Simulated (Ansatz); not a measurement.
Reactions of `C#[C][Ge]([Cl])([Cl])[C]#C`.

Gas-phase electronic energies from Ansatz, PBE0-D4/def2-TZVP geometries. CCSD(T)/CBS is the MP2 limit (def2-TZVPP, def2-QZVPP) plus CCSD(T) − MP2 in def2-TZVPP, frozen cores. This one scheme is used for every species, atoms too. For atomizations the MP2-based limit and the directly extrapolated one differ by several kJ/mol either way, and by 10 to 25 for some Ge, Se and Sn compounds, so smaller differences from it don't rank the levels. DFT in def2-TZVPP. No spin–orbit coupling; open shells (•) take unrestricted orbitals. Spin–orbit coupling would lower the free atoms: a little for C, Cl; clearly for Ge. Bonds to Ge are less sure, by a few kJ/mol each and by 10 to 20 or more in all where they break to atoms, as the def2 sets lack core-valence functions. Scalar relativity is left out up to krypton.

```tsv
reaction	CCSD(T)/CBS(def2) (kJ/mol)
`C#[C][Ge]([Cl])([Cl])[C]#C` → `[Cl][Ge][Cl]` + `C#CC#C`	?
`C#[C][Ge]([Cl])([Cl])[C]#C` + HCl → `C#[C][Ge]([Cl])([Cl])[Cl]` + acetylene	-51
`C#[C][Ge]([Cl])([Cl])[C]#C` + `F[Si](Cl)(Cl)Cl` → `C#[C][Ge]([Cl])([Cl])[Cl]` + `C#C[Si](F)(Cl)Cl`	?
`C#[C][Ge]([Cl])([Cl])[C]#C` + boron trifluoride → `C#[C][Ge]([F])([Cl])[Cl]` + `C#CB(F)F`	55
`C#[C][Ge]([Cl])([Cl])[C]#C` + `C#C[Si](Cl)(Cl)Cl` → `C#[C][Ge]([Cl])([Cl])[Cl]` + `C#C[Si](Cl)(Cl)C#C`	6
`C#[C][Ge]([Cl])([Cl])[C]#C` → 4 C• + 2 Cl• + Ge• + 2 H•	3780
`C#[C][Ge]([Cl])([Cl])[C]#C` + H–F → `C#[C][Ge]([F])([Cl])[Cl]` + acetylene	-40
```

Task: Fill in the missing values. (Best estimate.)

Result: Ansatz gave: `C#[C][Ge]([Cl])([Cl])[C]#C` → `[Cl][Ge][Cl]` + `C#CC#C`: +70.0 kJ/mol; `C#[C][Ge]([Cl])([Cl])[C]#C` + `F[Si](Cl)(Cl)Cl` → `C#[C][Ge]([Cl])([Cl])[Cl]` + `C#C[Si](F)(Cl)Cl`: +3.1 kJ/mol.

Largest T1 diagnostic: 0.014, for `C#CB(F)F`.
